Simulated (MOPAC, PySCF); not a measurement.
H₂Cl₂InN, SMILES `[NH2][In]([Cl])[Cl]`, neutral singlet in the gas phase. 

Z-matrix (Å, degrees):
```
In
N 1 2.0178
H 2 1.0120 1 114.94
H 2 1.0120 3 109.65 1 -131.30
Cl 1 2.3305 2 121.27 3 -158.18
Cl 1 2.3305 2 121.26 3 29.45
```
Charge 0, spin multiplicity 1.

All levels are single points at this geometry (B3LYP-D3(BJ)/def2-TZVP); Pople sets use spherical d functions. Orbital energies aren't observables, and empty levels follow the basis.

B3LYP/LANL2DZ in PySCF gives gap (eV) = 5.14.

Estimate the gap (eV) from each of these levels: B3LYP-D3(BJ)/def2-TZVP in PySCF; PBE-D3(BJ)/def2-TZVP in PySCF; B3LYP/6-311+G** (LANL2DZ on In) in PySCF; BP86/6-31G* (LANL2DZ on In) in PySCF; HF/6-31G* (LANL2DZ on In) in PySCF; AM1 in MOPAC; PM3 in MOPAC; PM6 in MOPAC.


```json
[
 {"level": "B3LYP-D3(BJ)/def2-TZVP in PySCF", "gap (eV)": "5.31"},
 {"level": "PBE-D3(BJ)/def2-TZVP in PySCF", "gap (eV)": "3.63"},
 {"level": "B3LYP/6-311+G** (LANL2DZ on In) in PySCF", "gap (eV)": "5.37"},
 {"level": "BP86/6-31G* (LANL2DZ on In) in PySCF", "gap (eV)": "3.59"},
 {"level": "HF/6-31G* (LANL2DZ on In) in PySCF", "gap (eV)": "12.32"},
 {"level": "AM1 in MOPAC", "gap (eV)": "8.22"},
 {"level": "PM3 in MOPAC", "gap (eV)": "7.53"},
 {"level": "PM6 in MOPAC", "gap (eV)": "9.02"}
]
```
